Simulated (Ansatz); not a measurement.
Consider the formal exchange of groups at a C–In bond: `[CH3][InH][CH2]O` + `BCl` → `OCBCl` + `[CH3][InH2]`.

Program: Ansatz. Geometries: PBE0-D4/def2-TZVP. ΔE: electronic, gas phase. CBS: MP2 limit from def2 TZ/QZ plus the TZ coupled-cluster correction, frozen cores. This one scheme is used for every species. Functionals use def2-TZVPP. B3LYP here is the variant with VWN-RPA as its local correlation; programs differ in this. def2 core potentials past Kr. For In outer-core shells are correlated without core-valence functions, which leaves a few kJ/mol of doubt a bond. One conformer a species, not always the lowest.

Problem. Is it downhill or uphill in electronic energy at CCSD(T)/CBS, and by how much? (Estimate.)

Solution. Computed: Downhill: ΔE = -44.5 kJ/mol.

Problem. What do these levels give: PBE-D4, r2SCAN-D4, PBE0-D4, B3LYP-D4, r2SCAN, PBE0, B3LYP, CCSD/def2-TZVPP, HF/def2-QZVPP, HF/CBS(def2), MP2/CBS(def2), CCSD/CBS(def2)? (Best estimate.)

Solution. Ansatz gave: PBE-D4 -52.6, r2SCAN-D4 -55.4, PBE0-D4 -56.3, B3LYP-D4 -49.9, r2SCAN -55.5, PBE0 -56.1, B3LYP -49.1, CCSD/def2-TZVPP -46.8, HF/def2-QZVPP -55.4, HF/CBS(def2) -55.4, MP2/CBS(def2) -41.3, CCSD/CBS(def2) -45.9 kJ/mol.

Largest T1 diagnostic among the species: 0.013.

From PBE to PBE0 (25 % exact exchange), in def2-TZVPP and without D4, ΔE moves by −3.9 kJ/mol. In def2-TZVPP, CCSD(T) changes the Hartree–Fock value by +10.2 kJ/mol (the triples alone add +1.5 kJ/mol) and MP2 by +13.3 kJ/mol.
